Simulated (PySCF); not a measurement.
**Correlation energy of Zn⁺ (zinc, charge +1)**

[Ar] 3d10 4s1, 2S determinant. All numbers are calculated (PySCF 2.14, scalar relativity by spin-free X2C-1e, in x2c-SVPall (5s3p3d1f, 36 functions)). Frozen: [Ar]; 11 electrons correlated.

MP2 pair energies summed by pair of shells (mhartree):

```
 pair   energy  share (%)
3d-3d  -257.33       96.6
3d-4s    -9.09        3.4
```

Total MP2 correlation energy: -266.42 mhartree.

Same-spin part -102.29 and opposite-spin part -164.14 mhartree; SCS-MP2 scales them by 1/3 and 6/5 to -231.06 mhartree.

| level | correlation energy (mhartree) |
| --- | --- |
| CCSD | -245.09 |
| (T) | -6.98 |
| CCSD(T) | -252.07 |

Diagnostics: T1 = 0.010, D1 = 0.0160, largest double amplitude 0.024.

Problem. Is a single reference adequate?

Solution. Yes: T1 lies below 0.03 and no double amplitude reaches 0.07.
